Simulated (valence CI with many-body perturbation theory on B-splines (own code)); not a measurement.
Results of a calculation; reference values are marked as such.
# Te¹⁸⁺: what each term of the Hamiltonian does

Level of theory: configuration interaction combined with many-body perturbation theory (CI+MBPT): six valence electrons over a frozen Dirac-Fock core [Ar] 3d10, a basis of 9 s, 9 p, 8 d, 6 f, 3 g, 1 h functions for each j, with the one-electron correlation potential Σ1 (screened to all orders), the two-electron term Σ2, the three-electron term Σ3, Breit, model QED; selected single and double excitations, second order for the rest, scaled by the run's own slope (own B-spline code, finite nucleus).

No measured levels were compared; by estimate levels hold to about 250 cm⁻¹ or 0.2 % of their energy and the worst to 1 %, as in measured heavy ions of charge 2 to 7; those with d or f electrons hold less well. Among the levels kept, up to 1000 cm⁻¹ of a level comes from second order outside the variational space, and about a tenth of that is noise between levels of different J, which matters for small intervals.

Each rung adds one term. CI alone is the Dirac-Coulomb CI over the frozen core; QED comes last and gives the full result, which names the levels. Energies are above (4s^2 4p1/2^2 4p3/2^2) J=2 on the same rung, in cm⁻¹.

Levels are named by their leading jj configuration (3d3/2^4 stands for four electrons in 3d with j = 3/2), which in mixed levels can hold well under half, so a name can repeat and another be missing. Letters in brackets count levels of one name in rising energy.

```tsv
Level	CI alone
(4s^2 4p1/2^2 4p3/2^2) J=0	36333
(4s^2 4p1/2 4p3/2^3) J=1	94343
(4s^2 4p1/2 4p3/2^3) J=2	116827
(4s^2 4p3/2^4) J=0	230515
(4s 4p1/2^2 4p3/2^3) J=2	474469
(4s 4p1/2^2 4p3/2^3) J=1	512961
(4s 4p1/2 4p3/2^4) J=0	571688
(4s^2 4p1/2^2 4p3/2 4d3/2) J=2	615613
(4s 4p1/2 4p3/2^4) J=1	619032
(4s^2 4p1/2^2 4p3/2 4d3/2) J=3	621174
(4s^2 4p1/2^2 4p3/2 4d3/2) J=0	622365
(4s^2 4p1/2^2 4p3/2 4d3/2) J=1	632137
(4s^2 4p1/2^2 4p3/2 4d5/2) J=4	637337
(4s^2 4p1/2^2 4p3/2 4d5/2) J=2	653206
(4s^2 4p1/2^2 4p3/2 4d5/2) J=3	683966
(4s^2 4p1/2 4p3/2^2 4d3/2) J=1 [a]	695750
```

What do these energies become with core correlation, Breit and QED?

(4s^2 4p1/2^2 4p3/2^2) J=0 35722 (-610); (4s^2 4p1/2 4p3/2^3) J=1 94643 (+300); (4s^2 4p1/2 4p3/2^3) J=2 116536 (-291); (4s^2 4p3/2^4) J=0 230075 (-440); (4s 4p1/2^2 4p3/2^3) J=2 474645 (+176); (4s 4p1/2^2 4p3/2^3) J=1 512445 (-516); (4s 4p1/2 4p3/2^4) J=0 572406 (+718); (4s^2 4p1/2^2 4p3/2 4d3/2) J=2 614977 (-636); (4s 4p1/2 4p3/2^4) J=1 617489 (-1543); (4s^2 4p1/2^2 4p3/2 4d3/2) J=3 620474 (-700); (4s^2 4p1/2^2 4p3/2 4d3/2) J=0 621682 (-682); (4s^2 4p1/2^2 4p3/2 4d3/2) J=1 630811 (-1326); (4s^2 4p1/2^2 4p3/2 4d5/2) J=4 636339 (-998); (4s^2 4p1/2^2 4p3/2 4d5/2) J=2 651886 (-1320); (4s^2 4p1/2^2 4p3/2 4d5/2) J=3 682240 (-1726); (4s^2 4p1/2 4p3/2^2 4d3/2) J=1 [a] 694851 (-898).

How does the ionisation energy move along the ladder, and which term matters most?

CI alone 523.82, + Σ1 524.98, + Σ2 525.10, + Σ3 524.82, + Breit 524.57, + QED 524.57 eV. The largest step is Σ1, 1.16 eV. NIST lists 522 ± 3 eV (theoretical).
